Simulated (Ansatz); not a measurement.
Energy needed to pull apart BGeH₅O (SMILES B[O][GeH3]), closed shell, into free ground-state atoms, from the structure below (displaced at random from a GFN2-xTB minimum); no zero-point or spin–orbit terms; open-shell atoms are treated unrestricted, in their ground-state multiplicity.

```
atom    x (Å)    y (Å)    z (Å)
  B1  -0.7448   0.8680  -1.1675
  O2  -0.1991  -0.1001  -0.5486
 Ge3   0.6043  -0.7671   0.9008
  H4  -1.1419   0.6451  -2.2179
  H5  -0.8604   1.8557  -0.5793
  H6   0.6397   0.2729   1.9359
  H7   1.8636  -1.1799   0.3281
  H8  -0.2881  -1.8992   1.2959
```

Program: Ansatz 0.2.0. Basis: def2-TZVPP. Cores are frozen in the correlated methods. Filled d shells of the heavier atoms are correlated. The def2 sets are not built for correlating such inner shells, so the correlated values are less sure here.

```tsv
method	atomization energy (eV)
PBE-D4	?
r2SCAN-D4	26.62
B97M-V	?
PBE0-D4	26.20
HSE06-D4	26.21
wB97M-V	26.55
HF	19.94
MP2	26.30
CCSD	25.79
CCSD(T)	26.07
```

(1) What does B97M-V give? (Judge from chemistry; the value comes from the calculation.)

(2) What does PBE-D4 give? (An estimate is asked for; the value comes from the calculation.)

No T1 diagnostic of these runs exceeds 0.013.

Results:

(1) The calculation gives: 26.82 eV, which is about 0.76 eV more than CCSD(T)/def2-TZVPP.

(2) The calculation gives: 26.44 eV, which is about 0.37 eV more than CCSD(T)/def2-TZVPP.

In triple zeta the MP2 and coupled-cluster atomization energies are still short of their basis limit by a few kcal/mol a bond, whereas those of the functionals are nearly converged, so these differences are not deviations from converged CCSD(T).

For scale, one of the runs: CCSD(T)/def2-TZVPP forces, 180 basis functions (an equivalent command: `ansatz run in.yaml --threads 4`). Time: 2.7 min of wall clock on 4 CPU threads; the host was shared. Peak host memory: 3.3 GiB.
